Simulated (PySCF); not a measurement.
PySCF input for C₃H₆OSi, SMILES C1(=O)CC[SiH2]1, PBE/pcSseg-1. Coordinates come from a ωB97X-D3(BJ)/def2-SVP optimisation. The structure was generated by enumeration, and PubChem lists no compound with its InChIKey, so it may never have been made.

```python
import numpy as np
from pyscf import gto, scf, dft
from pyscf.prop.nmr import rks as nmr

mol = gto.M(
    atom='''
    O     1.99310309   -0.00702326    0.72478172
    C     0.84085615   -0.03054896    0.39472105
    C    -0.29147524   -0.95349298    0.90137340
    C    -1.39322490   -0.64703467   -0.15576022
    Si   -0.39328989    0.81301852   -0.86653506
    H     0.02860208   -2.00664794    0.96998480
    H    -0.57871293   -0.63016907    1.91744332
    H    -2.38240745   -0.42371869    0.26827835
    H    -1.51199511   -1.46748414   -0.88033072
    H    -0.86003437    2.17144837   -0.46121285
    H    -0.07115449    0.81695803   -2.32293133
    ''',
    basis='pcSseg-1',
    charge=0,
    spin=0,
    max_memory=1600,
    verbose=3,
)
mf = dft.RKS(mol, xc='pbe')
mf.grids.level = 3
mf.conv_tol = 1e-10
mf.max_cycle = 100
mf.kernel()
n = nmr.NMR(mf)
n.verbose = 2
n.max_cycle_cphf = 60
sigma = n.kernel()
print('atom   isotropic/ppm   span/ppm')
for i, s in enumerate(sigma):
    w = np.linalg.eigvalsh((s + s.T) / 2)
    print(f'{mol.atom_symbol(i):2s}{i + 1:3d} {w.mean():14.3f} {w[2] - w[0]:11.3f}')
```

Log of the run:

```
converged SCF energy = -482.197268591707
atom   isotropic/ppm   span/ppm
O   1       -502.472    1577.525
C   2        -61.108     213.327
C   3        115.107      90.006
C   4        179.762      26.245
Si  5        350.453     294.403
H   6         27.845       9.224
H   7         27.779       7.774
H   8         29.851       8.986
H   9         29.814       9.693
H  10         25.680       6.738
H  11         25.663       8.243
```

Self-consistency was reached.

Cost: roughly 29 core-seconds.
